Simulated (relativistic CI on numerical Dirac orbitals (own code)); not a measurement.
Computed by Dirac equation for one electron, model QED (radiative potential, 1s self-energy scaled to tabulated hydrogen-like ionisation energies) (own radial code, finite nucleus).

CI space: 1s, 2s, 2p, 3s, 3p, 3d, 4s, 4p, 4d, 4f, 5s, 5p, 5d, 5f, 5g, 6s, 6p, 6d. Levels of other configurations are missing.

Outline of the computed level scheme of Ge XXXII. Lowest level of each configuration: 1s ²S1/2 at 0.0 eV; 2p ²P°1/2 at 10575.3 eV; 2s ²S1/2 at 10576.5 eV; 3p ²P°1/2 at 12549.8 eV; 3s ²S1/2 at 12550.1 eV; 3d ²D3/2 at 12564.3 eV; 4p ²P°1/2 at 13238.8 eV; 4s ²S1/2 at 13239.0 eV; 4d ²D3/2 at 13245.0 eV.

Some strong electric-dipole decays among the lowest 14 levels: 2p ²P°1/2 → 1s ²S1/2 (6.6e+14 s⁻¹); 2p ²P°3/2 → 1s ²S1/2 (6.5e+14 s⁻¹); 3p ²P°3/2 → 1s ²S1/2 (1.7e+14 s⁻¹); 3p ²P°1/2 → 1s ²S1/2 (1.7e+14 s⁻¹); 4p ²P°3/2 → 1s ²S1/2 (7.1e+13 s⁻¹); 4p ²P°1/2 → 1s ²S1/2 (7.0e+13 s⁻¹); 3d ²D5/2 → 2p ²P°3/2 (6.8e+13 s⁻¹); 3d ²D3/2 → 2p ²P°1/2 (5.8e+13 s⁻¹).
